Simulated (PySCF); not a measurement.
Harmonic spectrum computed at PBE in the def2-SVP basis family (core potentials from Rb on, PySCF, no spin–orbit coupling):

```csv
symmetry,ω (cm⁻¹),IR (km/mol)
b1,81,11.0
a1,114,0.1
b2,139,0.1
a1,353,6.6
b2,485,73.7
a1,536,31.1
```

Problem. Which molecule gave it? In each, all ligands are bound to the one heavy central atom.
A. HfSCl₂ (singlet)
B. MnSCl₂ (quartet)
C. SnSCl₂ (singlet)
D. TiSCl₂ (singlet)

Solution. B. It has C2v symmetry with Mn–Cl 2.128 Å (×2), Mn–S 2.008 Å.
